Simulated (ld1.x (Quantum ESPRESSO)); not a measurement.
An all-electron radial function and its pseudo partner (Ga (Z = 31))

Columns: radius, all-electron u(r) and pseudo u(r) of the 4s shell (level -9.52 eV) of gallium in the configuration [Ar] 3d10 4s1.5 4p1.5; PBE, scalar-relativistic, TM scheme, ld1.x (Quantum ESPRESSO) 7.5.

```json
{"r (bohr)": "0.113", "all-electron": "-0.1633", "pseudo": "-0.0212"}
{"r (bohr)": "0.225", "all-electron": "-0.0838", "pseudo": "-0.0435"}
{"r (bohr)": "0.338", "all-electron": "0.1809", "pseudo": "-0.0688"}
{"r (bohr)": "0.450", "all-electron": "0.3119", "pseudo": "-0.0981"}
{"r (bohr)": "0.563", "all-electron": "0.2909", "pseudo": "-0.1337"}
{"r (bohr)": "0.675", "all-electron": "0.1776", "pseudo": "-0.1765"}
{"r (bohr)": "0.788", "all-electron": "0.0243", "pseudo": "-0.2288"}
{"r (bohr)": "0.900", "all-electron": "-0.1325", "pseudo": "-0.2903"}
{"r (bohr)": "1.013", "all-electron": "-0.2777", "pseudo": "-0.3611"}
{"r (bohr)": "1.125", "all-electron": "-0.4009", "pseudo": "-0.4369"}
{"r (bohr)": "1.238", "all-electron": "-0.5021", "pseudo": "-0.5133"}
{"r (bohr)": "1.350", "all-electron": "-0.5800", "pseudo": "-0.5821"}
{"r (bohr)": "1.463", "all-electron": "-0.6382", "pseudo": "-0.6383"}
{"r (bohr)": "1.575", "all-electron": "-0.6782", "pseudo": "-0.6782"}
{"r (bohr)": "1.688", "all-electron": "-0.7033", "pseudo": "-0.7033"}
{"r (bohr)": "1.800", "all-electron": "-0.7157", "pseudo": "-0.7157"}
{"r (bohr)": "1.913", "all-electron": "-0.7178", "pseudo": "-0.7178"}
{"r (bohr)": "2.025", "all-electron": "-0.7115", "pseudo": "-0.7115"}
{"r (bohr)": "2.138", "all-electron": "-0.6984", "pseudo": "-0.6984"}
{"r (bohr)": "2.250", "all-electron": "-0.6802", "pseudo": "-0.6802"}
{"r (bohr)": "2.363", "all-electron": "-0.6579", "pseudo": "-0.6579"}
{"r (bohr)": "2.475", "all-electron": "-0.6328", "pseudo": "-0.6328"}
{"r (bohr)": "2.588", "all-electron": "-0.6054", "pseudo": "-0.6054"}
{"r (bohr)": "2.700", "all-electron": "-0.5769", "pseudo": "-0.5769"}
{"r (bohr)": "2.813", "all-electron": "-0.5475", "pseudo": "-0.5475"}
{"r (bohr)": "2.925", "all-electron": "-0.5180", "pseudo": "-0.5180"}
```

Q: How many radial nodes do the two functions have?

A: The all-electron 4s function has n − l − 1 = 3 (the table is too coarse to show those close to the nucleus); the pseudo-wave has 0, since the states of the same l below it are removed with the core.

Q: At about which radius was the pseudo-wave matched?

A: 1.60 bohr. The columns agree to 0.0005 from 1.46 bohr on; several derivatives are matched, so the curves merge somewhat inside the radius.

Q: Is the pseudo-wave norm-conserving?

A: Yes: the TM scheme keeps the norm inside the radius equal to the all-electron one, which fixes the energy derivative of the logarithmic derivative at the level.
